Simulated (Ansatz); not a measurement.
Input for Ansatz (a quantum-chemistry and plane-wave program): R-MP2/aug-cc-pVTZ on HF (SMILES F) with ghost functions, monomers drawn apart or pushed together.

Ansatz 0.2 input:
```yaml
crystal:
  periodic: [false, false, false]
  atoms:
    - {symbol: F, position_ang: [-0.12660359, 0.09559028, -0.06366124]}
    - {symbol: H, position_ang: [0.19281855, 0.62387333, 0.63389235]}
basis:
  gaussian:
    orbitals: aug-cc-pVTZ
    ghost_atoms:
      - {symbol: F, position_ang: [0.77749430, 0.90569748, 2.63326319]}
      - {symbol: C, position_ang: [0.41043918, -0.17347902, 3.41747859]}
      - {symbol: F, position_ang: [-0.69214013, 0.17703478, 4.11750912]}
      - {symbol: H, position_ang: [1.23056691, -0.37205048, 4.10646472]}
      - {symbol: H, position_ang: [0.17232782, -1.00408937, 2.75381345]}
magnetization: {spin_polarized: false}
correlation: {method: mp2, electrons: outside_noble_gas}
scf: {lower_state_search: off}
```

The head of its log:

```
WARN ansatz: RAYON_NUM_THREADS=2 ignored (pool sized by the plan → 2); use --threads N
Functional definition: HF
these checks for a lower state are left out or cut short: stability, starts, cluster_reference, orbital_swaps, neighbouring_geometries, increment
integrals: 0.57 GiB planned
1504 factors; integrals over basis functions are off by at most 8.9e-4 eV
mean field: 0.71 GiB planned
mean field evaluation 1: about -2721.8036 eV, gradient 2.5e1 eV
mean field evaluation 2: about -2721.8036 eV, gradient 2.5e1 eV
mean field evaluation 4: about -2722.7739 eV, gradient 1.2e0 eV
mean field evaluation 8: about -2722.7789 eV, gradient 5.6e-5 eV
mean field -2722.77887563 eV, -100.0602781135 hartree, gradient 2.0e-6 eV, S^2 0.000000; 0 other end points of the search recorded, 0 dependent functions left out
1 core orbitals not correlated
reference -2722.77887563 eV, -100.0602781135 hartree; 4, 4 occupied and 248, 248 virtual orbitals, 1504 factors
```

**Question.** Predict the final total energy.

**Answer.** -100.3411 hartree.
